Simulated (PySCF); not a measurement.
Input file for PySCF: R-MP2/6-31G* on CH3FSi (SMILES C[Si]F), a point of a torsion scan.

```python
from pyscf import gto, scf, dft, mp
from pyscf.data.elements import chemcore

mol = gto.M(
    atom='''
    C    -0.55206943   -0.03489556   -0.00252109
    Si    1.17780880   -0.84407524   -0.06360248
    F     0.70208831   -2.32839645    0.48396703
    H    -0.79799736    0.26958750    1.01565387
    H    -1.33119540   -0.72290425   -0.33402358
    H    -0.60592795    0.85673648   -0.62435992
    ''',
    basis='6-31g*',
    cart=True,
    charge=0, spin=0, verbose=3, max_memory=1800)
mf = scf.RHF(mol)
mf.conv_tol = 1e-8
mf.max_cycle = 100
mf.kernel()
if not mf.converged:
    mf = mf.newton().run(mf.mo_coeff, mf.mo_occ)
pt = mp.MP2(mf, frozen=chemcore(mol)).run()
```

It printed:

```
converged SCF energy = -427.983723951127
E(RMP2) = -428.360496138747  E_corr = -0.376772187620473
E(SCS-RMP2) = -428.355517360378  E_corr = -0.371793409250696
```

The run converged.

Cost: about 0.7 core-seconds (a rough figure).
